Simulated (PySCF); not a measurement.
CH4BO (calculated)

Calculation on a computer-drawn molecule: the log of a Hartree-Fock and frozen-core CCSD(T) single point meant for a local Hartree-Fock minimum, with one planted fault or none, to be diagnosed. Offsets are logged minus clean, where the clean run is the same molecule without the fault. The reference is restricted for singlets and unrestricted otherwise, and also for a bond in bohr or an excited solution. Adding or removing an electron swaps singlet and doublet. The excited solution moves the top pair (singlet) or top alpha electron (doublet) to the lowest empty orbital. Highest occupied and lowest empty are orbital energies over both spins, largest force is the largest gradient component, triples share is (T) over the correlation energy, the T1 limit is 0.02 restricted and 0.045 unrestricted, electrons count all cores, a negative frequency is imaginary (commonest isotopes), and the dipole is about the centre of nuclear charge. Program: PySCF 2.14.0.

Common to all runs: meant charge 0; meant multiplicity 2; meant basis cc-pVDZ; logged electrons 23; logged basis functions 62; logged SCF converged yes; possible faults no fault, one electron removed, one electron added, multiplicity raised by two, geometry at a saddle point, SCF held on an excited solution, minimal basis STO-3G, one bond length entered in bohr, all coordinates scaled.

(1) 
```xyz
7
formula=CH4BO logged_spin_squared=1.4762 logged_highest_occupied=-9.075 logged_lowest_empty=2.599 logged_largest_force=0.020874 logged_T1_diagnostic=0.062139 logged_D1_diagnostic=0.25077 logged_triples_share=0.036009 logged_CC_converged=yes logged_dipole_magnitude=1.9295 logged_SCF_stable_within_its_kind=yes logged_energy_HF=-139.58849 logged_energy_CCSD(T)=-140.02094 planted_fault=one_bond_length_entered_in_bohr,row_6_of_the_drawn_bonds HF_energy_offset_from_clean_run=79.31 CCSD(T)_energy_offset_from_clean_run=80.71
B     -0.6492    -2.1816     0.0086
O     -0.4809    -1.7074     1.2341
C     -1.1638    -0.5896     1.7648
H     -1.4082    -1.7160    -0.8072
H     -0.4304     0.1602     2.0574
H     -1.8513    -0.1630     1.0340
H     -2.2121    -1.1882     3.4311
```

Units: logged_highest_occupied, logged_lowest_empty in eV; logged_largest_force in hartree/bohr; logged_dipole_magnitude in debye; logged_energy_HF, logged_energy_CCSD(T) in hartree; HF_energy_offset_from_clean_run, CCSD(T)_energy_offset_from_clean_run in kcal/mol.

Drawn bonds:
```csv
atom,other atom,order
1,2,1
2,3,1
1,4,1
3,5,1
3,6,1
3,7,1
```

Notes: T1 above single-reference limit.

(2) 
```xyz
7
formula=CH4BO logged_spin_squared=0.7982 logged_highest_occupied=-5.7783 logged_lowest_empty=0.50143 logged_largest_force=0.047721 logged_dipole_magnitude=0.97316 logged_SCF_stable_within_its_kind=no logged_energy_HF=-139.6053
B     -0.6492    -2.1816     0.0086
O     -0.4809    -1.7074     1.2341
C     -1.1638    -0.5896     1.7648
H     -1.4082    -1.7160    -0.8072
H     -0.4304     0.1602     2.0574
H     -1.8513    -0.1630     1.0340
H     -1.7185    -0.9064     2.6466
```

Units: logged_highest_occupied, logged_lowest_empty in eV; logged_largest_force in hartree/bohr; logged_dipole_magnitude in debye; logged_energy_HF in hartree.

Drawn bonds:
```csv
atom,other atom,order
1,2,1
2,3,1
1,4,1
3,5,1
3,6,1
3,7,1
```

Notes: coupled-cluster numbers left out as unreliable.

Questions
1. Give the missing planted fault for CH4BO (entry 2).

Calculated values
1. SCF held on an excited solution

Further results for CH4BO (entry 2):

* HF energy offset from clean run: 68.76 kcal/mol
